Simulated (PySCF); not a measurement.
BiI$_{3}$ (SMILES [I][Bi]([I])[I]), singlet, at a GFN2-xTB geometry (such geometries of metal compounds can be far from the true shape) (core potentials on Bi, I); DF-HF/def2-SVP (PySCF).

Here is a job for PySCF.
```python
from pyscf import gto, scf

mol = gto.M(
    atom='''
Bi   -0.003037   -0.013326    0.921176
I     0.412683   -2.360863   -0.513763
I     1.846815    1.546753   -0.452507
I    -2.254741    0.834978   -0.476327
''',
    basis='def2-svp',
    ecp={'Bi': 'def2-svp', 'I': 'def2-svp'},
    charge=0,
    spin=0,
    verbose=5,
)

mf = scf.RHF(mol)
mf = mf.density_fit(auxbasis='def2-universal-jkfit')
mf.kernel()
```

Q: What does PySCF print? Leave out banner, timings and long lists.

A: 
```
PySCF version 2.14.0

[INPUT] verbose = 5
[INPUT] max_memory = 4000
[INPUT] num. atoms = 4
[INPUT] num. electrons = 98
[INPUT] charge = 0
[INPUT] spin (= nelec alpha-beta = 2S) = 0
[INPUT] symmetry False subgroup None
[INPUT] Mole.unit = angstrom
[INPUT] Symbol           X                Y                Z      unit          X                Y                Z       unit  Magmom
[...]
[INPUT] ---------------- BASIS SET ----------------
[INPUT] l, kappa, [nprim/nctr], expnt,             c_1 c_2 ...
[INPUT] Bi
[...]
                                19.820147783      -0.1462446125
                                14.960110102      0.37435719885
                                6.7065785571      -0.68476017748
                                1.7391967524      0.90967322081
                                0.94504730591     0.38695797807
[...]
                                1.5317838545      0.31054408682
[...]
                                7.1992185915      -0.37994608603
                                1.5359697528      0.53268032065
                                0.72201275727     0.23037698678
[...]
                                7.0956896087      -0.065954380016
                                2.3363137007      0.33707163406
                                1.1208861366      0.49128719933
                                0.50309487376     0.29095930644
[...]
[INPUT] I
[...]
                                23.336842412      -0.14989397324
                                19.583446104      0.36436474913
                                8.5112089186      -0.75538138199
                                2.1996161861      0.82816359356
                                1.0668970454      0.4216104811
[...]
                                1.7625986449      0.35271525193
[...]
                                10.558754576      -0.3837037278
                                1.5015895485      0.83554174719
                                0.64597173095     0.16787259488
[...]
                                15.616239482      -0.0050768108881
                                4.5266002139      0.29151065356
                                2.0529808766      0.51145783605
                                0.87640281623     0.31232025297
[...]
nuclear repulsion = 566.394528161091
number of shells = 40
number of NR pGTOs = 244
number of NR cGTOs = 104
basis = def2-svp
ecp = {'Bi': 'def2-svp', 'I': 'def2-svp'}

******** <class 'pyscf.df.df_jk.DFRHF'> ********
method = DFRHF
[...]
  8.29415838e-01  9.61605604e-01  1.05220609e+00  1.05220613e+00
  1.90982144e+01  1.91108980e+01  1.91108980e+01  1.91985969e+01
  1.92239467e+01  1.92239467e+01  1.92658774e+01  1.93741346e+01
  1.93741346e+01  2.15073782e+01  2.15723966e+01  2.15723967e+01
  5.47634614e+01  5.64494324e+01  5.65227173e+01  5.65227173e+01]
E1 = -3056.6016518930114  E2 = 1386.566400158504  Ecoul = 1466.309308509929  Exc = -79.74290835142506
cycle= 11 E= -1103.64072357342  delta_E= -7.64e-10  |g|= 7.64e-06  |ddm|= 0.00011
[...]
  mo_energy =
[-7.73894070e+00 -7.73894068e+00 -7.73893904e+00 -6.78664344e+00
 -5.59392045e+00 -5.59392043e+00 -5.59391849e+00 -5.58384090e+00
 -5.58383892e+00 -5.58383889e+00 -5.58379465e+00 -5.58379463e+00
 -5.58379276e+00 -4.36485170e+00 -4.36485170e+00 -4.36132918e+00
 -2.28873152e+00 -2.28871668e+00 -2.28871666e+00 -2.28468906e+00
 -2.28468904e+00 -2.28468719e+00 -2.28464484e+00 -2.28464472e+00
 -2.28464470e+00 -2.27438907e+00 -2.27438294e+00 -2.27438292e+00
 -2.27437963e+00 -2.27437961e+00 -2.27437151e+00 -1.42176835e+00
 -1.42176834e+00 -1.41663877e+00 -1.41663877e+00 -1.41419512e+00
 -9.44987732e-01 -8.85917676e-01 -8.85917648e-01 -7.44142885e-01
 -4.54241170e-01 -4.54241156e-01 -4.36127624e-01 -3.91764839e-01
 -3.91764836e-01 -3.65970886e-01 -3.65970878e-01 -3.65487521e-01
 -3.57274913e-01 -2.98860976e-03  1.34192506e-02  1.34192737e-02
  3.23566490e-01  3.24123046e-01  3.24123058e-01  3.62746089e-01
  3.62746091e-01  3.71806270e-01  3.88387635e-01  4.43190785e-01
  4.43190786e-01  5.08445067e-01  5.18695986e-01  5.18695996e-01
  5.52197044e-01  5.58220065e-01  5.58220072e-01  5.66560327e-01
  5.72339339e-01  5.72339342e-01  6.06162460e-01  6.06232279e-01
  6.07425409e-01  6.07425414e-01  6.20000181e-01  6.20000182e-01
  6.22070817e-01  6.70773051e-01  6.70773061e-01  6.96108442e-01
  7.58489111e-01  7.58489135e-01  8.18326904e-01  8.18326905e-01
  8.29415972e-01  9.61605653e-01  1.05220636e+00  1.05220639e+00
  1.90982133e+01  1.91108969e+01  1.91108969e+01  1.91985958e+01
  1.92239457e+01  1.92239457e+01  1.92658764e+01  1.93741334e+01
  1.93741334e+01  2.15073790e+01  2.15723976e+01  2.15723977e+01
  5.47634622e+01  5.64494310e+01  5.65227158e+01  5.65227159e+01]
E1 = -3056.601678950721  E2 = 1386.566427216134  Ecoul = 1466.3093377774364  Exc = -79.74291056130255
Extra cycle  E= -1103.6407235735  delta_E= -7.98e-11  |g|= 3.56e-06  |ddm|= 2.84e-05
converged SCF energy = -1103.6407235735
```
